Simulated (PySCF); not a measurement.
System: C₅H₁₁N, net charge 0, singlet state. SMILES: NC1CCCC1
Coordinates optimised at B3LYP-D3(BJ)/def2-TZVP (Ansatz):
```xyz
17

C     -1.6562     0.2564     0.2383
C     -1.2088    -1.1684    -0.1983
C      0.2973    -1.0564    -0.4958
C      0.7641     0.1354     0.3413
C     -0.3883     1.1266     0.1732
N      2.0390     0.6776    -0.1213
H     -2.0545     0.2328     1.2540
H     -2.4473     0.6522    -0.3987
H     -1.3896    -1.8842     0.6053
H     -1.7632    -1.5258    -1.0661
H      0.4714    -0.8141    -1.5475
H      0.8442    -1.9749    -0.2733
H      0.7962    -0.1784     1.3981
H     -0.3798     1.9223     0.9209
H     -0.2852     1.5948    -0.8093
H      2.3091     1.4809     0.4351
H      2.7774    -0.0101    -0.0217
```

Dispersion corrections to the total energy (kcal/mol) from the dftd3 and dftd4 libraries through PySCF: D3(BJ) without and D4 with the three-body term, each with the damping fitted for the functional named.

```tsv
functional	D3(BJ)	D4
revPBE	-22.97	?
PBE	-8.94	?
r2SCAN	-2.54	-2.18
TPSSh	-10.04	?
B2GP-PLYP	-4.60	-3.48
BLYP	-18.22	-18.64
CAM-B3LYP	-6.48	-6.93
```

Task: Complete the blanks.

Result: 
- revPBE, D4: -28.92
- PBE, D4: -8.34
- TPSSh, D4: -10.27
